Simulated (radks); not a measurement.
The mean radii <r> (bohr) of the occupied orbitals of an atom or ion are listed with their occupations. Method: non-relativistic Kohn-Sham, PBE, spin-unpolarised, spherical densities, point nucleus; computed with a radial shooting solver on a logarithmic mesh with Libxc functionals.

orbital  occ.      <r>
1s          2  0.02868
2s          2   0.1235
2p          6   0.1051
3s          2   0.3279
3p          6   0.3183
3d         10   0.2889
4s          2   0.7698
4p          6   0.8046
4d         10   0.9136
5s          2    1.999
5p          4    2.343

Name the element and its charge.

Answer. Z = 53, iodine, charge +1: I+ in [Kr] 4d10 5s2 5p4. The 1s radius gives Z: for a bare nucleus <r> = 1.5/Z, 0.0283 bohr for Z = 53, and screening makes it slightly larger (0.02868 here). The occupations add up to 52, and the charge is Z minus that.
